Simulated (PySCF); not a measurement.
**TiH₂: from structure and modes to constants**

All numbers come from UPBE0/[Ti def2-TZVP, H def2-TZVP], no relativity, density fitting, PySCF.

The triplet minimum has C2v symmetry. Masses (u): Ti 47.94795, H 1.00782.

```xyz
3
charge 0 multiplicity 3, angstrom
Ti   -0.0342    0.0000    0.0000
H     0.8146   -1.5384    0.0000
H     0.8146    1.5384    0.0000
```

Harmonic wavenumbers (cm⁻¹): 570.2 (a1, ×1), 1588.2 (b2, ×1), 1598.0 (a1, ×1).

Task: Find the principal moments of inertia and the rotational constants. What kind of rotor is it?

Result: About the centre of mass I = 1.3938, 4.7705, 6.1643 u Å². With B = 16.8576/I this gives 12.09, 3.534, 2.735 cm⁻¹. The molecule is an asymmetric top with κ = -0.83.

Task: What is the harmonic zero-point energy?

Result: Half the sum of all 3 wavenumbers, 3756/2 = 1878 cm⁻¹, which is 22.5 kJ/mol (1 cm⁻¹ = 0.0119627 kJ/mol).

Task: Find the vibrational entropy and heat capacity at 298.15 K.

Result: With u = 1.43878 ω/T, each mode gives S = R[u/(eᵘ−1) − ln(1−e⁻ᵘ)] and C = R u² eᵘ/(eᵘ−1)².
```
ω (cm⁻¹)      u  S (J/(mol K))  C (J/(mol K))
   570.2  2.751           2.11           4.58
  1588.2  7.664           0.03           0.23
  1598.0  7.712           0.03           0.22
```
The sums over all modes are S = 2.2 and C = 5.0 J/(mol K); the softest mode gives 97 % of the entropy.

Task: Give the standard entropy (298.15 K, 1 bar) by its translational, rotational, vibrational and spin parts, and Cp.

Result: Sackur–Tetrode with M = 49.96 u gives 157.6; rotation with symmetry number 2 gives 58.2; vibration 2.2; spin R ln 3 = 9.1. The total is 227.1 J/(mol K), and Cp = 4 R + 5.0 = 38.3 J/(mol K).

Only a few start shapes were tried, so a lower isomer may exist. Open d and f shells are described by one determinant, and the ground state may have another occupation or spin.
